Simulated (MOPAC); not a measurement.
MOPAC input (PM7):

```
PM7 PRECISE GNORM=0.05 LET XYZ UHF MS=0.5 GEO-OK AUX(PRECISION=9) THREADS=1
C3H10GeN

C     0.01204300 1    1.61571400 1    0.99947100 1
N    -0.28208300 1    0.44702600 1    0.32714300 1
Ge    1.10955500 1   -0.58234000 1   -0.34591600 1
C    -1.60792600 1   -0.13096400 1    0.51986600 1
C    -2.69340100 1    0.62247200 1   -0.24427700 1
H    -0.78609600 1    2.13794800 1    1.50530600 1
H     0.92229300 1    2.14096800 1    0.75220700 1
H     2.09213800 1    0.38282300 1   -1.02651800 1
H     0.47989700 1   -1.56316300 1   -1.34677500 1
H     1.83486400 1   -1.35416600 1    0.77853400 1
H    -1.84738000 1   -0.14705500 1    1.59055800 1
H    -1.58959400 1   -1.17074800 1    0.18751500 1
H    -2.73584100 1    1.66697400 1    0.06592400 1
H    -2.49439300 1    0.59660700 1   -1.31685800 1
H    -3.67135800 1    0.17218400 1   -0.06094800 1
```

Output:

```
 *******************************************************************************
 **                                                                           **
 **                              MOPAC v23.2.5                                **
 **                                                                           **
 *******************************************************************************
 ** MOPAC's Digital Object Identifier: https://doi.org/10.5281/zenodo.6511958 **
 **                                                                           **
 ** Please cite the open-source release paper for use of this MOPAC version:  **
 ** J. E. Moussa and J. J. P. Stewart (2026)                                  **
 ** MOPAC: An open-source semiempirical molecular orbital program             **
 ** J. Open Source Softw., 11(119), 8025, https://doi.org/10.21105/joss.08025 **
 *******************************************************************************

                              PM7 CALCULATION RESULTS

 *******************************************************************************
 *  PM7        - The PM7 Hamiltonian to be used
 *  GEO-OK     - OVERRIDE INTERATOMIC DISTANCE AND OTHER SAFETY CHECKS
 *  UHF        - UNRESTRICTED HARTREE-FOCK CALCULATION
 *  MS=        - IN MECI, MAGNETIC COMPONENT OF SPIN =  0.5
 *  LET        - OVERRIDE SOME SAFETY CHECKS
 *  PRECISE    - TIGHTER CRITERIA TO BE USED
 *  XYZ        - CARTESIAN COORDINATE SYSTEM TO BE USED
 *  GNORM      - EXIT WHEN GRADIENT NORM DROPS BELOW 0.050
 *  AUX        - OUTPUT AUXILIARY INFORMATION
 *******************************************************************************
PM7 PRECISE GNORM=0.05 LET XYZ UHF MS=0.5 GEO-OK AUX(PRECISION=9) THREADS=1
 C3H10GeN

   ATOM   CHEMICAL          X               Y               Z
  NUMBER   SYMBOL      (ANGSTROMS)     (ANGSTROMS)     (ANGSTROMS)

     1       C          0.01204300  *   1.61571400  *   0.99947100  *
     2       N         -0.28208300  *   0.44702600  *   0.32714300  *
     3      Ge          1.10955500  *  -0.58234000  *  -0.34591600  *
     4       C         -1.60792600  *  -0.13096400  *   0.51986600  *
     5       C         -2.69340100  *   0.62247200  *  -0.24427700  *
     6       H         -0.78609600  *   2.13794800  *   1.50530600  *
     7       H          0.92229300  *   2.14096800  *   0.75220700  *
     8       H          2.09213800  *   0.38282300  *  -1.02651800  *
     9       H          0.47989700  *  -1.56316300  *  -1.34677500  *
    10       H          1.83486400  *  -1.35416600  *   0.77853400  *
    11       H         -1.84738000  *  -0.14705500  *   1.59055800  *
    12       H         -1.58959400  *  -1.17074800  *   0.18751500  *
    13       H         -2.73584100  *   1.66697400  *   0.06592400  *
    14       H         -2.49439300  *   0.59660700  *  -1.31685800  *
    15       H         -3.67135800  *   0.17218400  *  -0.06094800  *

          CARTESIAN COORDINATES

    NO.       ATOM           X           Y           Z

     1         C          0.0120      1.6157      0.9995
     2         N         -0.2821      0.4470      0.3271
     3        Ge          1.1096     -0.5823     -0.3459
     4         C         -1.6079     -0.1310      0.5199
     5         C         -2.6934      0.6225     -0.2443
     6         H         -0.7861      2.1379      1.5053
     7         H          0.9223      2.1410      0.7522
     8         H          2.0921      0.3828     -1.0265
[...]
   5    C       -2.493410924     0.335348680    -0.421105619
   6    H       -0.628777648     2.336699299     1.659202817
   7    H        1.043950409     2.088389629     0.949468239
   8    H        2.131644442     0.392112656    -0.716505769
   9    H        0.160086831    -0.844124716    -1.703116913
  10    H        1.238091301    -1.677823145     0.430922628
  11    H       -2.098219923     0.338874420     1.725490593
  12    H       -1.520380006    -1.123510889     0.881617373
  13    H       -2.637635245     1.416592397    -0.522117037
  14    H       -2.041221037    -0.021238599    -1.358472102
  15    H       -3.482338686    -0.129795786    -0.336553783

           Empirical Formula: C3 H10 N Ge  =    15 atoms

      MOLECULAR POINT GROUP   :   C1

          ALPHA EIGENVALUES
 -36.48191 -27.35636 -23.48400 -21.22904 -18.18988 -17.24792 -15.63767 -15.35445
 -14.73874 -13.70871 -12.67672 -12.44355 -11.82737 -11.50294 -11.23860  -6.82381
  -0.08120   2.11893   2.19225   2.67783   3.72140   4.40165   4.76759   4.91909
   5.18124   5.38314   5.48881   5.67477   5.75294   6.53347

           BETA EIGENVALUES
 -35.95682 -27.30500 -23.37180 -21.06109 -17.96227 -17.12633 -15.58592 -15.20882
 -14.60522 -13.59539 -12.61375 -12.28510 -11.41353 -11.21571 -11.09276  -0.10148
   0.11388   2.13780   2.25889   2.93035   3.76254   4.53790   4.79117   4.94090
   5.23129   5.42420   5.51945   5.85062   6.02031   6.53800

              NET ATOMIC CHARGES AND DIPOLE CONTRIBUTIONS

  ATOM NO.   TYPE          CHARGE      No. of ELECS.   s-Pop       p-Pop
    1          C          -0.058369        4.0584     1.11365     2.94472
    2          N          -0.243407        5.2434     1.67173     3.57168
    3         Ge          -0.412097        4.4121     0.95710     3.45500
    4          C          -0.120326        4.1203     1.06497     3.05535
    5          C          -0.447121        4.4471     1.05535     3.39177
    6          H           0.141000        0.8590     0.85900
    7          H           0.173187        0.8268     0.82681
    8          H           0.061518        0.9385     0.93848
    9          H           0.065394        0.9346     0.93461
   10          H           0.068646        0.9314     0.93135
   11          H           0.132840        0.8672     0.86716
   12          H           0.167257        0.8327     0.83274
   13          H           0.149317        0.8507     0.85068
   14          H           0.168581        0.8314     0.83142
   15          H           0.153581        0.8464     0.84642
 DIPOLE           X         Y         Z       TOTAL
 POINT-CHG.    -2.569     2.151     1.876     3.840
 HYBRID        -0.276     0.297     0.187     0.447
 SUM           -2.845     2.447     2.063     4.283

          ATOMIC ORBITAL ELECTRON POPULATIONS

     Atom    s        px        py        pz
    1  C   1.11365   1.10732   0.91735   0.92005
    2  N   1.67173   1.21447   1.17126   1.18595
    3 Ge   0.95710   1.15066   1.16110   1.14324
    4  C   1.06497   0.87459   1.12261   1.05815
    5  C   1.05535   1.12281   1.17441   1.09456
    6  H   0.85900
    7  H   0.82681
    8  H   0.93848
    9  H   0.93461
   10  H   0.93135
   11  H   0.86716
   12  H   0.83274
   13  H   0.85068
   14  H   0.83142
   15  H   0.84642

                    (SZ)    =    0.500000
                    (S**2)  =    0.767650

          ATOMIC ORBITAL SPIN POPULATIONS

    Atom   Total    s     px     py     pz
         Atomic
    1  C -0.1110 -0.003 -0.014 -0.006 -0.088
    2  N  0.3250  0.108  0.062  0.065  0.090
    3 Ge  0.8297  0.040  0.304  0.253  0.233
    4  C  0.0105 -0.001  0.010  0.003 -0.001
    5  C  0.0059  0.001  0.003  0.000  0.002
    6  H  0.0127  0.013
    7  H  0.0029  0.003
    8  H -0.0303 -0.030
    9  H -0.0267 -0.027
   10  H -0.0238 -0.024
   11  H  0.0038  0.004
   12  H  0.0005  0.001
   13  H -0.0000 -0.000
   14  H  0.0000  0.000
   15  H  0.0009  0.001

 **********************
 *                    *
 * JOB ENDED NORMALLY *
 *                    *
 **********************

 == MOPAC DONE ==
```

The geometry given is a B3LYP-D3(BJ)/def2-TZVP minimum.
